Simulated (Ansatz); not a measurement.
```csv
atom,x (Å),y (Å),z (Å)
S,0.0000,0.0000,0.0000
F,0.0000,0.0000,1.6000
```

Basis set: pcseg-2 (spherical functions). Charge 0, multiplicity 2.

Computed with Ansatz (development build ahead of 0.2.0); each method stands on the lowest determinant of its kind that the runs found. Restricted functionals stand beside restricted open-shell atoms, which can lie above the unrestricted atoms usual in DFT and then raise those values.

Question: Give the atomization energy at this shape (free ground-state atoms in the same class of orbitals less the molecule, no zero-point energy) of doublet SF by PBE (unrestricted), PBE (restricted open-shell).

Answer:

```csv
method,atomization energy
PBE (unrestricted),93.85 kcal/mol
PBE (restricted open-shell),95.12 kcal/mol
```

The shape needn't be a minimum at these levels.
